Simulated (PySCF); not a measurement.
**Finite-field polarisability of P (phosphorus, neutral)**

[Ne] 3s2 3p3, high-spin 4S determinant. All numbers are calculated (PySCF 2.14, the spin-free X2C one-electron Hamiltonian (Gaussian nucleus), in dyall-av3z). Frozen: [Ne]. Energy changes in a uniform field (μhartree):

```
axis  F (au)        HF       MP2      CCSD   CCSD(T)
   x  0.0028   -99.433   -98.094   -97.848   -98.104
   x  0.0056  -397.978  -392.635  -391.651  -392.678
```

Q: Derive α along x at CCSD(T) from the two fields.

A: With ΔE = −αF²/2 − γF⁴/24, α = −(16 ΔE(F) − ΔE(2F))/(6F²) = 25.02 bohr³.

Q: And the mean polarisability at each level?

A: HF 25.36, MP2 25.02, CCSD 24.96, CCSD(T) 25.02 bohr³. Reference: 25 ± 1 bohr³ (recommended; Schwerdtfeger and Nagle, table of static dipole polarizabilities (2023 update)).
